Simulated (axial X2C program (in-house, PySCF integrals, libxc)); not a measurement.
## BeI⁻: from the spin-free to the two-component result

Calculated with an in-house relativistic program for diatomic molecules. Spin-free means the one-electron spin-free X2C Hamiltonian; two-component (2c) means X2C with spin–orbit coupling and atomic mean-field two-electron Coulomb and Gaunt terms, so the difference of the two also holds small scalar two-electron terms. Basis: I dyall-acv3z [12s13p9d5f1g], Be dyall-av3z [9s9p4d2f] (cores contracted in-house); Gaussian nuclei, density fitting, unrestricted open shells. Masses: I 126.904 u, Be 9.012 u.

Spin-free state: M_S = 0, Λ = 0 (closed shell); fragments I- + Be.

| level | Re (Å) | ωe (cm⁻¹) | De (eV) | μ (D) |
| --- | --- | --- | --- | --- |
| PBE0 | 2.464 | 309.2 | 0.909 | -7.75 |
| HF | 2.555 | 243.2 | 0.439 | -7.63 |
| MP2 | 2.446 | 316.2 | 0.797 | n/a |
| CCSD | 2.485 | 289.1 | 0.679 | n/a |
| CCSD(T) | 2.472 | 299.3 | 0.748 | n/a |
| BHandHLYP | 2.480 | 288.9 | 0.680 | -7.65 |

Correlated methods: 10 electrons correlated (number of frozen shells: I 4 s, 3 p, 2 d; Be 1 s), 288 virtual spin orbitals or spinors in MP2, 90 natural virtuals in coupled cluster.

Dipoles are positive if Be is the positive end and refer to the centre of mass.

Two-component determinant lowest at the distance of the search:

Ω = 0 (closed shell); fragments I- + Be.

```
    level  Re (Å)  ωe (cm⁻¹)  De (eV)  μ (D)
     PBE0   2.467      307.2    0.908  -7.74
       HF   2.560      241.0    0.436  -7.61
      MP2   2.449      314.2    0.795    n/a
     CCSD   2.488      286.8    0.676    n/a
  CCSD(T)   2.476      297.2    0.745    n/a
BHandHLYP   2.484      286.6    0.678  -7.64
```

Problem. From the two tables, how do the constants change at the CCSD(T) level (2c against spin-free)?

Solution. At the CCSD(T) level Re increases by 0.004 Å and ωe falls by 2.1 cm⁻¹; De changes by -0.003 eV.

The state is one determinant whose occupation by symmetry is held fixed; it was picked as the lowest of a PBE0 search that is not exhaustive. Dissociation energies refer to the lowest single-determinant-based atoms at the same level and basis. Coupled cluster ran in a truncated set of natural virtual spinors; the MP2 energy of the rest was added. (T) has no such correction and the atoms are truncated less, which lowers De at CCSD(T) by a hundredth of an eV or more. The highest occupied level of some functionals is positive through self-interaction error; at Hartree–Fock it is bound. Hartree–Fock gets electron affinities wrong, so its lowest charge split need not be the true one.
